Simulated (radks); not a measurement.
Spin polarisation of the 4f5 shell in neutral promethium. Start: [Xe] 4f(up 2.5, down 2.5) 6s2; electrons of 4f are moved from spin down to spin up, other shells keep equal spins. Method: scalar-relativistic Kohn-Sham, PBE, spin-polarised, spherical densities, point nucleus; computed with a radial shooting solver on a logarithmic mesh with Libxc functionals.

\begin{tabular}{lrrrrr}
moment (Bohr magnetons) & E - E(0) (eV) & e(4f up) (eV) & e(4f down) (eV) & 6s down minus up (eV) & 5p down minus up (eV) \\ \hline
0 & 0.000 & -2.154 & -2.154 & 0.000 & 0.000 \\
1 & -0.163 & -2.459 & -1.807 & 0.040 & 0.342 \\
2 & -0.653 & -2.722 & -1.419 & 0.080 & 0.685 \\
3 & -1.466 & -2.935 & -0.988 & 0.122 & 1.031 \\
4 & -2.600 & -3.089 & -0.508 & 0.166 & 1.379 \\
\end{tabular}

At moment 4 the spin-polarisation energy is -2.600 eV and the 4f exchange splitting 2.581 eV, that is 0.645 eV per Bohr magneton; E = -I m^2/4 would give I = 0.650 eV.
